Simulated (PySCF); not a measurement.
Removal energies of Cr⁶⁺ from EOM-IP-GCCSD

Reference: closed-shell Cr⁶⁺, [Ar]; one electron is removed. Calculated with PySCF 2.14, two-component X2C-1e with screened spin-orbit coupling, x2c-TZVPPall-2c with one added diffuse shell each of s, p, d, f type (7s8p5d3f1g, 86 functions); frozen 1s2; of the others 110 kept and the rest restored at second order. No Breit or QED terms. Binding energies in eV.

```csv
level,Koopmans,second order,EOM-CCSD
2p1/2,730.06,719.28,720.57
2p3/2,721.16,710.55,711.82
3s1/2,198.25,191.69,190.38
3p1/2,161.49,161.19,161.34
3p3/2,160.18,159.92,160.07
```

In EOM-CCSD the overlap with the one-orbital guess is low for 3s1/2 (weight 0.79). That can mean mixing with two-hole, one-particle states, where second order and EOM-CCSD lose accuracy, or only a rotation among the degenerate components of the shell; the terms of those configurations are not listed.

For comparison, the ionisation energy of Cr⁶⁺ is 160.29 ± 0.06 eV (semi-empirical (NIST evaluation); NIST Atomic Spectra Database, ionization energies).

The screened spin-orbit operator tends to give fine-structure splittings of light species too large.
